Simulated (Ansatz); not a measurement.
`FCOBO[SiH3]` + `[OH][AlH][SiH3]` → `[SiH3][O][AlH][SiH3]` + `OBOCF`  (ligand exchange at the Si–O bond)

Computed with Ansatz on PBE0-D4/def2-TZVP structures; ΔE is electronic, products minus reactants. CBS: MP2 limit from def2 TZ/QZ plus the TZ coupled-cluster correction, frozen cores. DFT in def2-TZVPP. B3LYP here is the variant with VWN-RPA as its local correlation; programs differ in this. Each species was taken in one conformer, which may not be the lowest.

`FCOBO[SiH3]`:

```xyz
12

F    -2.348    1.412    0.896
C    -1.097    1.236    1.422
O    -0.302    0.583    0.501
B    -0.184   -0.782    0.520
O     0.533   -1.382   -0.448
Si    1.317   -0.752   -1.769
H    -1.204    0.656    2.344
H    -0.671    2.223    1.610
H    -0.695   -1.424    1.393
H     1.903   -1.905   -2.491
H     0.357   -0.036   -2.645
H     2.392    0.172   -1.333
```

`[OH][AlH][SiH3]`:

Cartesian coordinates in Å:
```
O 1.625 -1.398 -0.423
Al 0.976 0.165 -0.293
Si -1.372 0.306 0.383
H 2.532 -1.568 -0.674
H 1.910 1.414 -0.604
H -2.149 1.142 -0.578
H -1.492 0.965 1.717
H -2.031 -1.025 0.471
```

`[SiH3][O][AlH][SiH3]`:

```xyz
11

Si    0.300    0.365   -2.354
O     0.012   -0.612   -1.088
Al   -0.266   -1.235    0.454
Si   -0.191    0.315    2.353
H     0.345    1.789   -1.921
H     1.605    0.015   -2.975
H    -0.776    0.209   -3.368
H    -0.539   -2.791    0.558
H    -0.346    1.734    1.928
H    -1.259    0.012    3.348
H     1.115    0.198    3.065
```

`OBOCF`:

Z-matrix (Å, degrees):
```
C
F 1 1.369
O 1 1.380 2 109.5
H 1 1.092 2 107.8 3 117.9
H 1 1.095 2 107.6 3 -121.4
B 3 1.370 1 120.6 2 -92.0
O 6 1.348 3 119.3 1 175.3
H 6 1.196 3 121.3 1 -5.8
H 7 0.963 6 112.8 3 -1.9
```

Problem. Is it downhill or uphill in electronic energy at CCSD(T)/CBS, and by how much? (Estimate.)

Solution. Ansatz gave: Downhill: ΔE = -0.22 eV.

Problem. What do these levels give: B3LYP-D4, ωB97X-V, B2PLYP, PBE, r2SCAN, B3LYP, HF/def2-TZVPP, SCS-MP2/def2-TZVPP, HF/def2-QZVPP, SCS-MP2/def2-QZVPP, HF/CBS(def2), CCSD/CBS(def2)? (Estimate.)

Solution. The calculation gave: B3LYP-D4 -0.24, ωB97X-V -0.23, B2PLYP -0.24, PBE -0.23, r2SCAN -0.23, B3LYP -0.24, HF/def2-TZVPP -0.28, SCS-MP2/def2-TZVPP -0.24, HF/def2-QZVPP -0.28, SCS-MP2/def2-QZVPP -0.23, HF/CBS(def2) -0.28, CCSD/CBS(def2) -0.23 eV.

Largest T1 diagnostic among the species: 0.014.

In def2-TZVPP, CCSD(T) changes the Hartree–Fock value by +0.04 eV (the triples alone add +0.01 eV) and MP2 by +0.05 eV.
